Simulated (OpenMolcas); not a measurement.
**neutral nitrogen: CASPT2 settings compared**

```yaml
Program: OpenMolcas 26.06
Basis: ANO-L-VQZP [5s4p3d2f]
Scalar_Hamiltonian: non-relativistic, point nucleus
Active_space: 5 electrons in 4 orbitals (2s 2p)
State_averaging: 2S+1 = 4 odd, 1 root; 2S+1 = 2 odd, 8 roots kept (CI in the orbitals of an earlier block)
Spin-orbit_coupling: RASSI with atomic mean-field integrals over the reference wave functions, term energies averaged over their components
```

Methods on the same reference wave functions:
A. CASSCF
B. SS-CASPT2, IPEA 0.3 Eh, no level shift (closed shells correlated: 1s)
C. SS-CASPT2, IPEA 0.1 Eh, real shift 0.05 Eh (closed shells correlated: 1s)
D. SS-CASPT2, IPEA 0.5 Eh, sigma1 regulariser 0.25 Eh (closed shells correlated: 1s)

Energies in eV above 2s² 2p³ ⁴S°_3/2, the measured ground level; measured values from NIST Handbook of Basic Atomic Spectroscopic Data.

| Level | A | B | C | D | Measured |
| --- | --- | --- | --- | --- | --- |
| 2s² 2p³ ⁴S°_3/2 | 0.0000 | 0.0000 | 0.0000 | 0.0000 | 0.0000 |
| 2s² 2p³ ²D°_3/2 | 2.8931 | 2.469 | 2.485 | 2.459 | 2.3846 |
| 2s² 2p³ ²D°_5/2 | 2.8932 | 2.469 | 2.485 | 2.459 | 2.3835 |
| 2s² 2p³ ²P°_3/2 | 3.8417 | 3.617 | 3.638 | 3.604 | 3.5756 |
| 2s² 2p³ ²P°_1/2 | 3.8421 | 3.617 | 3.639 | 3.605 | 3.5756 |

Deviations, from unrounded energies. A percentage is the sum of absolute deviations over the sum of measured energies, with the sign that they share, or ± where signs differ.

| Against measurement | Levels | A | B | C | D |
| --- | --- | --- | --- | --- | --- |
| mean absolute deviation (cm-1) | 4 | 3100 | 510 | 660 | 420 |
| other terms of the ground configuration (%) | 4 | +13.0 | +2.1 | +2.7 | +1.7 |

D lies closest to measurement on these levels and A furthest from it. The largest miss of D in the table is 2s² 2p³ ²D°_5/2, by +610 cm-1. The ranking rests on the paired levels alone, and a cruder setting can come out closer through cancelling errors.

Among B to D the level of the table that moves most is 2s² 2p³ ²P°_1/2, by 270 cm-1 (lowest in D, highest in C). Moves below CASPT2's spread within the term are not significant.

The mean deviations of B to D differ by less than CASPT2's widest spread within a term (720 cm-1), so their order carries little weight.

From A to B the spin-free energies of the other terms of 2s² 2p³ shown, above ⁴S°, scale by factors of 0.85 to 0.94.

The lowest spin-free term lies below A's lowest term by 0.116 hartree in B, 0.122 hartree in C, 0.110 hartree in D.

CASPT2 does not keep the components of a term degenerate, so their means are used; among the terms shown or strongly mixed into the levels shown the widest spread is 720 cm-1 (2s² 2p³ ²D°, D). Terms from blocks run as CI alone lack orbitals of their own. Without dynamic correlation excited terms often stand tens of per cent too high (terms of higher spin than the ground term too low), and those without a measured partner can miss by more than the paired ones (holds for A). Computed and measured levels are paired by configuration, term and J; levels that our copy of the source lacks, or whose pairing is in doubt (as where it misses far off the trend of its configuration), stay unpaired and out of the deviations. Levels of configurations outside the active space are missing.

° marks odd parity.
